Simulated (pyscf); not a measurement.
# H₂P–GeH₂–PH₂, singlet

Gas-phase minimum from PySCF at ωB97X-D3(BJ)/def2-SVP, one conformer. 

```xyz
9

P      0.0179     0.1248    -2.6900
Ge    -1.3512     0.3260    -0.8390
P     -1.1585     2.3177     0.3173
H      1.1799     0.5752    -1.9999
H     -0.3037     1.4195    -3.1899
H     -2.8101     0.1803    -1.3027
H     -1.0225    -0.8242     0.1272
H     -1.2344     3.1190    -0.8582
H      0.2659     2.2900     0.3216
```
Charge 0, spin multiplicity 1.

Bonds (Å): P1–Ge2 2.311, P1–H4 1.425, P1–H5 1.425, Ge2–P3 2.311, Ge2–H6 1.538, Ge2–H7 1.538, P3–H8 1.425, P3–H9 1.425. Angles (°): Ge2–P1–H4 93.9, Ge2–P1–H5 93.9, H4–P1–H5 93.8, P1–Ge2–P3 115.2, P1–Ge2–H6 108.2, P1–Ge2–H7 108.2, P3–Ge2–H6 108.2, P3–Ge2–H7 108.2, H6–Ge2–H7 108.7, Ge2–P3–H8 93.9, Ge2–P3–H9 93.9, H8–P3–H9 93.8.

Properties at ωB97X-D3(BJ)/def2-SVP:

| Quantity | Value |
|---|---|
| Harmonic wavenumbers, unscaled | 111, 118, 144, 351, 365, 404, 565, 598, 704, 764, 788, 814, 878, 1109, 1113, 2178, 2182, 2444, 2447, 2455, 2457 cm⁻¹ |
| Zero-point energy | 32.9 kcal/mol |
| Rotational symmetry number | 2 |
| Entropy of this conformer at 298 K and 1 atm, rigid rotor and harmonic oscillator, modes under 100 cm⁻¹ raised to 100 | 338.7 J/(mol K) |
| Dipole moment | 0.76 D |

Single-point totals, which compare only within one level (frozen core for MP2 and CC):

```
level                   total energy (hartree)
----------------------  ----------------------
ωB97X-D3(BJ)/def2-TZVP             -2763.35022
PBE/def2-TZVP                      -2762.69739
r²SCAN/def2-TZVP                   -2763.27757
B3LYP-D3(BJ)/def2-TZVP             -2763.44803
PBE0-D3(BJ)/def2-TZVP              -2762.82517
M06-2X/def2-TZVP                   -2763.28926
ωB97M-D3(BJ)/def2-TZVP             -2763.44841
HF/def2-TZVPP                      -2760.36441
MP2/def2-TZVPP                     -2760.94514
CCSD/def2-TZVPP                    -2760.99649
CCSD(T)/def2-TZVPP                 -2761.02255
```

Soft torsions are taken as harmonic, which can shift the entropy by several J/(mol K). The CCSD(T) − MP2 part came from Ansatz, without density fitting, on the same reference. The frozen core leaves the outer d or s,p core shells of the metals and heavy elements correlated in the MP2 and CC values, and def2-TZVPP describes them poorly, so these totals are far from the basis limit. Elements up to Kr have no core potential and no relativistic terms here.
